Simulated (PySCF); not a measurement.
Dissociation curve of BO, doublet.

- ROHF/cc-pVDZ (PySCF)
- ROKS-PBE = restricted open-shell PBE/cc-pVDZ run with PySCF
- UCCSD(T) = CCSD(T) on UHF/cc-pVDZ, 2 core orbitals frozen run with PySCF

Energies relative to the lowest point of each curve near equilibrium, in kcal/mol:

| R / Å | ROHF | ROKS-PBE |
|---|---|---|
| 0.97 | 88.7 | 104.0 |
| 1.02 | 46.1 | 58.7 |
| 1.09 | 12.7 | 20.9 |
| 1.12 | 5.4 | 11.4 |
| 1.17 | 0.0 | 2.3 |
| 1.20 | 0.1 | 0.1 |
| 1.24 | 3.2 | 0.0 |
| 1.28 | 8.9 | 2.5 |
| 1.34 | 21.2 | 9.9 |
| 1.39 | 33.7 | 18.3 |

Q: Estimate the UCCSD(T) values at these points.

A: 0.97: 105.4; 1.02: 59.3; 1.09: 20.9; 1.12: 11.3; 1.17: 2.2; 1.20: 0.0; 1.24: 0.0; 1.28: 2.7; 1.34: 10.4; 1.39: 19.2 (kcal/mol).

The scan ran from 0.97 to 4.82 Å; beyond the distances shown one of the unrestricted levels run for this scan, shown here or not, changes its spin distribution in one step. The unrestricted determinant behind UCCSD(T) is spin-contaminated at 1.34 to 1.39 Å (<S²> up to 0.9, against 0.75 for a pure doublet).
